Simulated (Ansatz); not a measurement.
`C[N]=[W]([CH3])([NH2])=[O]`, 14 atoms. Charge 0, multiplicity 1. Correlated methods include outer-core shells of W, which these sets cover unevenly. W: def2 effective core potential. All runs use 4 threads of an Arm Neoverse V2 on a shared host. Correlated methods freeze the cores.

**Question.** Give the basis size and wall time and peak host memory of each of these runs in Ansatz. direct RPA on PBE orbitals/def2-TZVPP energy; RHF-CCSD(T)/def2-SVP energy; RKS ωB97M-V/def2-QZVPP energy; RHF-MP2/def2-QZVPP energy; RKS ωB97M-V/def2-TZVPP energy and forces; RKS ωB97M-V/def2-SVP energy; RKS LC-ωPBE/def2-TZVPP energy; RKS revPBE-D4/def2-TZVPP energy; RKS PBE0-D4/def2-QZVPP energy; RKS PBE0-D4/def2-SVP energy; RKS CAM-B3LYP-D4/def2-TZVPP energy; RKS PBE0-D4/def2-TZVP frequencies. (Best estimate.)

**Answer.** The calculation gave: Other jobs shared the machine, so times are rough.

```
                                level                job  functions  wall time  peak host memory (GiB)
                 RKS PBE0-D4/def2-SVP             energy        142      1.9 s                    0.38
             RKS revPBE-D4/def2-TZVPP             energy        323      3.3 s                    0.47
               RKS LC-ωPBE/def2-TZVPP             energy        323      4.1 s                    0.71
          RKS CAM-B3LYP-D4/def2-TZVPP             energy        323        6 s                     1.1
                 RKS ωB97M-V/def2-SVP             energy        142      8.5 s                    0.53
               RKS PBE0-D4/def2-QZVPP             energy        606       13 s                     2.6
direct RPA on PBE orbitals/def2-TZVPP             energy        323       14 s                     1.1
               RKS ωB97M-V/def2-TZVPP  energy and forces        323       19 s                     1.4
               RKS ωB97M-V/def2-QZVPP             energy        606       30 s                     2.9
                   RHF-MP2/def2-QZVPP             energy        606       40 s                       5
                 RHF-CCSD(T)/def2-SVP             energy        142       41 s                     1.4
                RKS PBE0-D4/def2-TZVP        frequencies        243      5 min                    0.76
```

LC-ωPBE has ω = 0.4 bohr⁻¹.
